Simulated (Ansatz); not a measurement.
`N/C=C/[SiH2]Cl`, charge 0, multiplicity 1.

Question: Give a relaxed structure at PBE0-D4/def2-TZVP (Ansatz). (Best estimate.)

Answer: Ansatz gave: 
Z-matrix (Å, degrees):
```
Si
Cl 1 2.074
C 1 1.819 2 112.3
H 1 1.484 2 104.6 3 123.3
H 1 1.486 2 107.1 3 -119.6
C 3 1.346 1 120.6 2 -112.1
H 3 1.088 1 120.6 2 67.8
N 6 1.359 3 126.9 1 -177.5
H 6 1.088 3 119.8 1 0.2
H 8 1.003 6 119.3 3 -165.5
H 8 1.005 6 119.1 3 -12.2
```
This is one stationary point; other conformers may exist.
